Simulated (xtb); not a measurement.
Cl$_{4}$Fe (SMILES [Cl][Fe-]([Cl])([Cl])[Cl]), charge -1, sextet, at a GFN2-xTB geometry (such geometries of metal compounds can be far from the true shape). Base run: GFN2-xTB in xtb.

Input for xtb:
```
$ xtb mol.xyz --gfn 2 --chrg -1 --uhf 5 --json

# file mol.xyz
5

Fe    -0.00000000    -0.00000000    -0.00000000
Cl     1.71855113    -0.56358205    -1.20848796
Cl     0.65566275     0.46239914     2.02182572
Cl    -0.95592471     1.74942799    -0.87016982
Cl    -1.41828916    -1.64824508     0.05683206
```

Each row names what was changed in the base input (with any setting that the change needs).

```
change           ΔE vs base (kcal/mol)  G_solv (kcal/mol)  SCF cycles
---------------  ---------------------  -----------------  ----------
base                             0.000                  -          10
alpb = acetone                  -37.67             -37.70          11
etemp = 5000                    -14.37                  -          12
alpb = dmf                      -37.62             -37.65          11
acc = 0.0001                     0.000                  -          14
gbsa = methanol                 -46.05             -46.06          11
```

ALPB and GBSA are two models with their own fitted parameters for each solvent, which aren't always the measured dielectric constant.
